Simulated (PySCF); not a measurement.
# NMR data sheet: C$_{6}$H$_{13}$OP

```yaml
Formula: C6H13OP
SMILES: C=C[P@@](C)(=O)C(C)C
Point_group_of_the_computed_structure: C1
Carbon_signals: 6
Proton_signals: 7
```

Molfile (atoms numbered from 1):
```
C6H13OP
     RDKit          3D

 21 20  0  0  0  0  0  0  0  0999 V2000
    2.7545    0.9376   -0.7719 C   0  0  0  0  0  0  0  0  0  0  0  0
    1.8085    0.0272   -0.9185 C   0  0  0  0  0  0  0  0  0  0  0  0
    0.5155   -0.1057    0.3508 P   0  0  1  0  0  5  0  0  0  0  0  0
    0.6587   -1.8411    0.9368 C   0  0  0  0  0  0  0  0  0  0  0  0
    0.6267    0.8806    1.4311 O   0  0  0  0  0  0  0  0  0  0  0  0
   -1.0774   -0.0084   -0.5979 C   0  0  0  0  0  0  0  0  0  0  0  0
   -1.1475    1.3918   -1.1898 C   0  0  0  0  0  0  0  0  0  0  0  0
   -2.2249   -0.2651    0.3669 C   0  0  0  0  0  0  0  0  0  0  0  0
    3.5608    1.0735   -1.4758 H   0  0  0  0  0  0  0  0  0  0  0  0
    2.7332    1.5878    0.0891 H   0  0  0  0  0  0  0  0  0  0  0  0
    1.7752   -0.6521   -1.7582 H   0  0  0  0  0  0  0  0  0  0  0  0
   -0.0583   -1.9892    1.7415 H   0  0  0  0  0  0  0  0  0  0  0  0
    1.6628   -1.9624    1.3404 H   0  0  0  0  0  0  0  0  0  0  0  0
    0.4903   -2.5618    0.1427 H   0  0  0  0  0  0  0  0  0  0  0  0
   -1.0746   -0.7568   -1.3955 H   0  0  0  0  0  0  0  0  0  0  0  0
   -1.0577    2.1250   -0.3897 H   0  0  0  0  0  0  0  0  0  0  0  0
   -0.3316    1.5541   -1.8935 H   0  0  0  0  0  0  0  0  0  0  0  0
   -2.0929    1.5510   -1.7066 H   0  0  0  0  0  0  0  0  0  0  0  0
   -2.1126    0.3782    1.2383 H   0  0  0  0  0  0  0  0  0  0  0  0
   -3.1815   -0.0458   -0.1050 H   0  0  0  0  0  0  0  0  0  0  0  0
   -2.2359   -1.3015    0.6990 H   0  0  0  0  0  0  0  0  0  0  0  0
  1  2  2  0
  2  3  1  0
  3  4  1  1
  3  5  2  0
  3  6  1  0
  6  7  1  0
  6  8  1  0
  1  9  1  0
  1 10  1  0
  2 11  1  0
  4 12  1  0
  4 13  1  0
  4 14  1  0
  6 15  1  0
  7 16  1  0
  7 17  1  0
  7 18  1  0
  8 19  1  0
  8 20  1  0
  8 21  1  0
M  END
```

- NMR shieldings at PBE0/pcSseg-1/GIAO
- geometry: GFN2-xTB
- program: PySCF
- single conformer, no solvent, no relativistic terms, rapidly exchanging positions averaged

δ = σ(ref) − σ, references computed at the same level: ¹H (σ = 31.72 ppm) and ¹³C (σ = 186.93 ppm) vs TMS; H3PO4 for ³¹P (σ = 318.38 ppm); ¹⁷O (σ = 336.08 ppm) vs H2O.

| carbon | δC, type | δH (multiplicity) | HMBC from (2–3 bonds) | span of the C tensor (ppm) |
| --- | --- | --- | --- | --- |
| C1 | 143.1, CH2 | H9 6.61 (m); H10 6.84 (m) | H11 | 265 |
| C2 | 143.2, CH | 6.23 (m) | H10, H9, H12/H13/H14, H15 | 223 |
| C4 | 18.0, CH3 | 1.30 (m) | H11, H15 | 38 |
| C6 | 33.5, CH | 1.27 (m) | H11, H12/H13/H14, H19/H20/H21, H16/H17/H18 | 22 |
| C7 | 17.0, CH3 | 1.16 (m) | H19/H20/H21, H15 | 34 |
| C8 | 15.7, CH3 | 1.28 (m) | H15, H16/H17/H18 | 32 |

Other nuclei:
```tsv
atoms	nucleus	environment	δ (ppm)	σ (ppm)
P3	³¹P	phosphorus bonded to 3 C, O	9.8	308.6
O5	¹⁷O	P=O oxygen	60.7	275.4
```

- δC 143.2: alkene CH; the olefinic region.
- δC 143.1: terminal =CH2 carbon; an sp2 carbon of a C=C bond.
- δC 17.0, 15.7: methyl carbon; aliphatic region, no heteroatom directly attached.
- δH 6.84, 6.61: hydrogen on a terminal =CH2 carbon; olefinic region.
- δH 6.23: hydrogen on an alkene CH; a vinylic proton, deshielded by the sp2 carbon and the C=C anisotropy.

Splittings by ³¹P in the carbon and heteronuclear signals aren't shown, as no couplings were computed. Shifts are as computed. Against solution values, carbons near 30 ppm lie about +3 ppm off and those near 130 ppm about +5 ppm. Of 1211 compounds with measured shifts, 218 miss one by over three times the rms of a fit or turn the order of signals round; such compounds aren't used in these exercises. Experimental scales use liquid or dissolved standards, which lie at an offset from isolated H2O (liquid H2O: subtract about 36 ppm) and H3PO4. Multiplicities follow the n + 1 count of equivalent neighbours, as no J values were calculated; m marks all less simple cases, F and P coupling included.
